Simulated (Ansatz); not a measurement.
Born–Oppenheimer molecular dynamics of BBrH$_{4}$S (7 atoms, charge 0, multiplicity 1). It starts at the highest image of a converged band, a first-order saddle point between two minima.

Computed with Ansatz, RKS CAM-B3LYP/def2-SVP.

```
ensemble                      : NVE (velocity Verlet)
time step                     : 0.5 fs
steps asked                   : 200
starting velocities drawn for : 300 K
seed                          : 2428
```

Frames 5 fs apart, positions in Å.

Velocities at 15.0 fs (Å/ps):

```
B 4.63 0.01 -4.64
S -0.22 -0.21 -3.16
H 6.62 -14.20 3.39
H 8.00 15.59 0.84
H 12.15 -3.93 28.77
Br -0.89 -0.02 1.48
H 1.63 10.36 -0.08
```

```xyz
7
Properties=species:S:1:pos:R:3 time_fs=15.0 energy_less_start_eV=0.055 T=217
B -0.585 -0.314 -0.420
S 1.293 0.052 -0.667
H -0.759 -1.564 -0.507
H -1.454 0.473 -0.676
H 0.781 -0.013 1.339
Br -0.548 -0.152 1.932
H 1.290 1.468 -0.589
7
Properties=species:S:1:pos:R:3 time_fs=20.0 energy_less_start_eV=-0.105 T=463
B -0.555 -0.326 -0.449
S 1.289 0.056 -0.683
H -0.725 -1.489 -0.495
H -1.382 0.531 -0.678
H 0.843 -0.040 1.505
Br -0.553 -0.152 1.940
H 1.287 1.372 -0.607
7
Properties=species:S:1:pos:R:3 time_fs=25.0 energy_less_start_eV=-0.236 T=665
B -0.506 -0.322 -0.487
S 1.283 0.054 -0.702
H -0.756 -1.492 -0.520
H -1.283 0.538 -0.695
H 0.845 -0.082 1.723
Br -0.558 -0.151 1.951
H 1.253 1.410 -0.637
7
Properties=species:S:1:pos:R:3 time_fs=30.0 energy_less_start_eV=-0.238 T=670
B -0.444 -0.317 -0.532
S 1.278 0.052 -0.724
H -0.803 -1.517 -0.576
H -1.259 0.571 -0.732
H 0.868 -0.129 1.970
Br -0.563 -0.151 1.964
H 1.200 1.443 -0.686
7
Properties=species:S:1:pos:R:3 time_fs=35.0 energy_less_start_eV=-0.196 T=606
B -0.409 -0.320 -0.588
S 1.280 0.055 -0.749
H -0.778 -1.394 -0.640
H -1.211 0.544 -0.750
H 0.851 -0.182 2.222
Br -0.570 -0.151 1.981
H 1.152 1.340 -0.757
7
Properties=species:S:1:pos:R:3 time_fs=40.0 energy_less_start_eV=-0.254 T=696
B -0.398 -0.312 -0.650
S 1.296 0.053 -0.778
H -0.771 -1.512 -0.700
H -1.202 0.562 -0.756
H 0.759 -0.240 2.453
Br -0.576 -0.151 2.000
H 1.119 1.458 -0.838
7
Properties=species:S:1:pos:R:3 time_fs=45.0 energy_less_start_eV=-0.372 T=876
B -0.416 -0.327 -0.720
S 1.320 0.060 -0.811
H -0.691 -1.478 -0.741
H -1.230 0.592 -0.763
H 0.701 -0.305 2.665
Br -0.584 -0.151 2.022
H 1.171 1.357 -0.905
7
Properties=species:S:1:pos:R:3 time_fs=50.0 energy_less_start_eV=-0.399 T=918
B -0.435 -0.331 -0.792
S 1.347 0.064 -0.849
H -0.650 -1.502 -0.775
H -1.226 0.526 -0.786
H 0.581 -0.368 2.811
Br -0.592 -0.151 2.046
H 1.248 1.423 -0.972
7
Properties=species:S:1:pos:R:3 time_fs=55.0 energy_less_start_eV=-0.381 T=892
B -0.419 -0.335 -0.863
S 1.369 0.069 -0.890
H -0.664 -1.559 -0.824
H -1.313 0.517 -0.844
H 0.488 -0.442 2.944
Br -0.602 -0.150 2.072
H 1.330 1.448 -1.014
7
Properties=species:S:1:pos:R:3 time_fs=60.0 energy_less_start_eV=-0.391 T=907
B -0.386 -0.342 -0.929
S 1.384 0.074 -0.935
H -0.651 -1.461 -0.898
H -1.295 0.439 -0.941
H 0.400 -0.520 3.050
Br -0.612 -0.150 2.100
H 1.387 1.368 -1.028
7
Properties=species:S:1:pos:R:3 time_fs=65.0 energy_less_start_eV=-0.440 T=982
B -0.334 -0.331 -0.993
S 1.395 0.071 -0.982
H -0.624 -1.545 -0.978
H -1.239 0.433 -1.062
H 0.285 -0.594 3.110
Br -0.623 -0.149 2.130
H 1.384 1.491 -1.044
7
Properties=species:S:1:pos:R:3 time_fs=70.0 energy_less_start_eV=-0.504 T=1081
B -0.282 -0.338 -1.059
S 1.405 0.074 -1.032
H -0.514 -1.504 -1.058
H -1.180 0.515 -1.175
H 0.211 -0.689 3.195
Br -0.635 -0.149 2.160
H 1.340 1.377 -1.047
```

Of the whole run (100 fs, mean temperature of the second half 1032 K): The conserved energy stayed within 0.29 meV per atom of its start (net change 0.14 meV per atom), so the integration is sound. The system heated up, since it started high on the potential surface and ran downhill. A run of 0.1 ps of so small a system gives no equilibrium averages. The orbitals stay closed-shell, which can raise the energy where a bond breaks towards radicals; this wasn't checked here.

The run took 5.6 min on 2 threads of Arm Neoverse V2, on a shared host, peak memory 0.19 GiB.
